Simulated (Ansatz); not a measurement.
Mulliken charges of F3HOTi, SMILES `[OH][Ti]([F])([F])[F]` from ωB97M-V/def2-TZVPP in Ansatz (PBE0-D4/def2-TZVP geometry).

| atom | x (Å) | y (Å) | z (Å) | charge (e) |
| --- | --- | --- | --- | --- |
| O1 | -0.850 | 0.554 | 0.860 | -0.444 |
| Ti2 | 0.347 | -0.223 | -0.173 | 1.313 |
| F3 | 1.621 | -0.885 | 0.827 | -0.352 |
| F4 | -0.410 | -1.496 | -1.105 | -0.353 |
| F5 | 1.008 | 0.944 | -1.297 | -0.353 |
| H6 | -1.675 | 1.040 | 0.842 | 0.190 |

By hand: the dipole of these point charges (1 e Å = 4.8032 D).

Σ q r = (-0.267, 0.165, 0.108) e Å, of length 0.332 e Å = 1.59 D.

How does the dipole of the full density compare? (An estimate is asked.)

Ansatz gave: (-0.430, 0.263, 0.120) e Å, 2.49 D; the point charges give 0.64 times that, at 6° from its direction.

Point charges leave out the atoms' own dipoles, such as those of lone pairs, and Mulliken's split depends on the basis, so the two needn't agree.
